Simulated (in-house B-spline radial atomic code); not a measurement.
Results of a calculation; reference values are marked as such.
**B in an electron gas of r_s = 1.8: phase shifts, screening and friction**

A nucleus sits in a uniform electron gas with a rigid positive background. The Kohn-Sham equations are solved self-consistently in the spin-unpolarised LDA (PW92), non-relativistic, on B-splines with outgoing waves at the boundary and partial waves to l = 8. The model has no lattice, no bands and no magnetic solution. Atomic units; δ_l are the phase shifts at the Fermi level, counted so that each bound state adds π, and good to about 0.0005.

The density parameter is r_s = 1.8 bohr.

```csv
l,δ_l (rad)
0,3.6176
1,1.1702
2,0.1029
3,0.0216
4,0.0050
5,0.0012
6,0.0004
7,0.0002
8,0.0001
```

Bound levels below the band bottom (hartree): s -5.785, s -0.0002128.

(1) Check the Friedel sum rule, and say where the screening charge sits.

(2) Find the transport cross section and the electronic stopping of a 1 keV B ion (mass 10.81 u).

## Answers

(1) k_F = (9π/4)^(1/3)/r_s = 1.06620. The rule is Z = (2/π) Σ (2l + 1) δ_l. The terms are s 2.303, p 2.235, d 0.328, f 0.096 and 0.043 beyond, in all 5.005 against Z = 5. Bound states hold 4 s, 0 p, 0 d electrons, so the scattering states carry 1.01 in all; where a term is smaller than its bound count, the bound level has drawn weight out of the band.

(2) σ_tr = (4π/k_F²) Σ (l + 1) sin²(δ_l − δ_(l+1)). The terms for l = 0 to 3 are 0.4093, 1.5344, 0.0198, 0.0011, all together 1.9647, so σ_tr = 11.054 × 1.9647 = 21.718 bohr². With n = 3/(4π r_s³) = 0.04093, the friction coefficient is Q = n k_F σ_tr = 0.9479. For v well below v_F = 1.066, dE/dx = Q v; with 24801 eV per u at v = 1, v = √(1000/(24801 × 10.81)) = 0.0611, so dE/dx = 0.05789 hartree/bohr = 29.8 eV/nm. The largest term couples the p and d waves.
